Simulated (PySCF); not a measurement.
## Steps of a relaxation of [PrI2]+

[PrI2]+ (singlet in the valence; each metal's 4f electrons, 2 of them, lie in its core potential, out of spins and levels). PySCF 2.14.0, RKS PBE0, Pr lcecp-1-SVP with ECP48, I def2-SVP with ECP28; non-relativistic Hamiltonian with scalar-relativistic core potentials where named; density fitting; no spin-orbit coupling. Origin of the start: template. Columns: position (Å) and force (eV/Å). Energies are counted from the last step; some of the 9 steps are shown. Forces carry noise of the integration grid, about 0.01 to 0.03 eV/Å.

Run from Python with OMP_NUM_THREADS=2. Where DIIS fails, smearing, a level shift and second-order steps follow.
It took 30 s on 2 threads of Arm Neoverse V2, on a shared host, from the converged density of the start.

```xyz
3
step 0  E = 0.445 eV
Pr    0.0000    0.0000   -0.7952     0.00    0.00    1.07
I     2.7631    0.0000    0.4415    -1.45    0.00   -0.54
I    -2.7631    0.0000    0.4415     1.45    0.00   -0.54
```

```xyz
3
step 3  E = 0.059 eV
Pr    0.0000    0.0000   -0.8697     0.00    0.00   -0.28
I     2.4868    0.0000    0.4787    -0.02    0.00    0.14
I    -2.4868    0.0000    0.4787     0.02    0.00    0.14
```

```xyz
3
step 5  E = 0.005 eV
Pr    0.0000    0.0000   -1.0728     0.00    0.00    0.15
I     2.3048    0.0000    0.5803    -0.15    0.00   -0.07
I    -2.3048    0.0000    0.5803     0.15    0.00   -0.07
```

**Question.** Where does the relaxation end?

**Answer.** It converges at step 8 in C2v:
```xyz
3
step 8  E = 0
Pr    0.0000    0.0000   -1.1118
I     2.2405    0.0000    0.5998
I    -2.2405    0.0000    0.5998
```

**Question.** How did the contacts change?

**Answer.** 
| contact | start (Å) | end (Å) |
| --- | --- | --- |
| Pr1–I2 (I) | 3.027 | 2.819 |
| Pr1–I3 (I) | 3.027 | 2.819 |


An lcecp potential fixes the number of 4f electrons, so in runs with it no electron can move into or out of that shell.
